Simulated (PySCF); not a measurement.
**Dipole response of Ce⁵³⁺ (cerium, charge +53)**

[He] 2s2 2p1, 2P determinant. Computed with PySCF 2.14 in an uncontracted even-tempered set (19 s from 28 bohr⁻², ratio 2.2; 12 p from 36 bohr⁻², ratio 2.2; 5 d from 140 bohr⁻², ratio 2.4; 5 f from 200 bohr⁻², ratio 2.4; 4 g from 310 bohr⁻², ratio 2.4), with scalar relativity by spin-free X2C-1e. Coupled (time-dependent) response in atomic units; α is the mean over directions.

```
method  mean α (bohr³)                     α xx, yy, zz  C₆ (like pair)      S(−4)
   UHF       0.0004237  0.0004882, 0.0002948, 0.0004882       3.311e-06  9.104e-07
  PBE0       0.0004188  0.0004832, 0.0002901, 0.0004832       3.252e-06  8.936e-07
```

S(−4) is the Cauchy moment in α(ω) = α(0) + S(−4) ω² + …

Spin-orbit coupling is absent.

α(iu) at UHF:

| u (hartree) | α(iu) (bohr³) |
| --- | --- |
| 0 | 0.0004237 |
| 2.00 | 0.0004201 |
| 4.00 | 0.0004097 |
| 8.00 | 0.0003730 |
| 12.0 | 0.0003255 |
| 16.0 | 0.0002775 |
| 20.0 | 0.0002347 |
| 30.0 | 0.0001578 |
| 40.0 | 0.0001135 |
| 60.0 | 7.111e-05 |
| 100 | 4.305e-05 |

For an ion, C₆ is the dispersion term alone; charge-induced terms of lower order in 1/R come first.

The components differ because the open shell of this determinant is not spherical; for a pure term their mean is the scalar polarisability.

Spin-orbit coupling, absent here, splits the open shell strongly.
